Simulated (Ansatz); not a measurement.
Ideal-gas functions of CH5BrSi, SMILES `C[SiH2]Br` at 500 K and 1 bar, from an Ansatz frequency run at PBE0-D4/def2-TZVP.

Molar mass 125.04 g/mol, point group Cs (symmetry number 1), electronic degeneracy 1, moments of inertia 33.256, 202.936, 227.109 u Å². Harmonic wavenumbers (cm⁻¹, unscaled): 166, 176, 414, 485, 654, 692, 748, 884, 897, 954, 1277, 1441, 1448, 2238, 2245, 3053, 3138, 3151.

Use S(trans) = R[1.5 ln M + 2.5 ln T − 1.1517]; rotational temperatures θ = 24.2544 K / I; S(rot) = R[ln(√π/σ · √(T³/θAθBθC)) + 1.5]; for each mode x = 1.438777 ν̃/T, S = R[x/(eˣ − 1) − ln(1 − e⁻ˣ)] and H = RT x/(eˣ − 1); 1 cm⁻¹ = 0.0119627 kJ/mol; R = 8.31446 J/(mol·K).

Task: By hand: the entropy, in J/(mol·K).

Result: Translation 179.8. Rotation: θ = 0.7293, 0.1195, 0.1068 K, giving 114.2. Vibration, mode by mode: 14.54, 14.06, 7.33, 6.19, 4.18, 3.84, 3.38, 2.48, 2.41, 2.12, 1.01, 0.69, 0.68, 0.10, 0.10, 0.01, 0.01, 0.01, in all 63.1. Electronic 0.0. Sum 357.1 J/(mol·K).

Task: By hand: H − E and G − E in kJ/mol, counted from the electronic energy.

Result: Zero-point energy ½ × 24061 × 0.0119627 = 143.9; thermal vibration 18.0; translation, rotation and pV give 4 RT = 16.6. H − E = 178.5 kJ/mol, and G − E = 178.5 − 500 × 357.1/1000 = -0.1 kJ/mol.

Vibration gives 18 % of the entropy.
